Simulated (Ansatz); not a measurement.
Consider the isomerisation: `C[CH](C)[AlH][OH]` → `CO[CH2][AlH][CH3]`.

Gas-phase electronic energies from Ansatz, PBE0-D4/def2-TZVP geometries. CCSD(T)/CBS adds triple-zeta CCSD(T) − MP2 to the extrapolated MP2 energy (def2 sets, frozen cores). DFT in def2-TZVPP. One conformer a species, not always the lowest.

```csv
level,ΔE (eV),difference from CCSD(T)/CBS
LDA (SPW92),2.27,-0.21
BLYP-D4,2.27,-0.21
r2SCAN-D4,2.36,-0.12
ωB97M-V,2.37,-0.11
revPBE,2.23,-0.25
r2SCANh,2.38,-0.10
CCSD/def2-SVP,2.40,-0.08
CCSD(T)/def2-SVP,2.40,-0.08
HF/def2-QZVPP,2.39,-0.09
MP2/CBS(def2),2.62,0.14
CCSD(T)/CBS,2.48,0
```

Largest T1 diagnostic among the species: 0.011.

At CCSD(T), def2-SVP lies −0.08 eV from the extrapolated value and def2-TZVPP −0.04 eV. From BLYP to BHLYP (50 % exact exchange), in def2-TZVPP and without D4, ΔE moves by +0.14 eV.
